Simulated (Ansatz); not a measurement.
Born–Oppenheimer molecular dynamics of C2H10N2Si (15 atoms, charge 0, multiplicity 1). It starts from a relaxed structure.

Theory: RHF/6-31G* (Ansatz).

```
ensemble        : NVT, Langevin thermostat
time step       : 1 fs
steps asked     : 150
set temperature : 2000 K
friction        : 0.05 /fs
masses          : H 2.014 u
seed            : 393051
```

First frame:

```xyz
15
Properties=species:S:1:pos:R:3
Si 0.011 0.047 -0.024
C 0.135 -0.101 1.854
H -0.847 -0.227 2.304
H 0.737 -0.957 2.153
H 0.587 0.785 2.293
N 1.631 0.248 -0.584
H 2.397 -0.209 -0.137
H 1.817 0.414 -1.550
N -0.860 1.413 -0.617
H -1.851 1.391 -0.728
H -0.531 2.340 -0.448
C -0.905 -1.468 -0.680
H -1.928 -1.513 -0.310
H -0.950 -1.465 -1.766
H -0.413 -2.388 -0.373
```

Task: How far do the bonds stretch over the last three quarters of this one trajectory? (Pairs bonded in most of those frames.)

Result: 
```csv
bond,mean (Å),spread (Å),shortest,longest
Si1–C2,1.877,0.091,1.68,2.05
Si1–N6,1.759,0.108,1.58,2.00
Si1–N9,1.741,0.049,1.66,1.84
Si1–C12,1.958,0.074,1.81,2.08
C2–H3,1.121,0.077,0.96,1.31
C2–H4,1.103,0.062,0.94,1.24
C2–H5,1.122,0.080,0.96,1.34
N6–H7,1.015,0.039,0.94,1.09
N6–H8,1.017,0.073,0.87,1.18
N9–H10,1.019,0.051,0.91,1.13
N9–H11,1.024,0.061,0.90,1.16
C12–H13,1.114,0.082,0.95,1.31
C12–H14,1.114,0.081,0.93,1.29
C12–H15,1.101,0.041,1.03,1.19
```

Mean temperature of the second half: 2123 K. A run of 0.15 ps of so small a system gives no equilibrium averages.

The run took 5.6 min on 1 thread of Arm Neoverse V2 (shared host), peak memory 0.2 GiB.
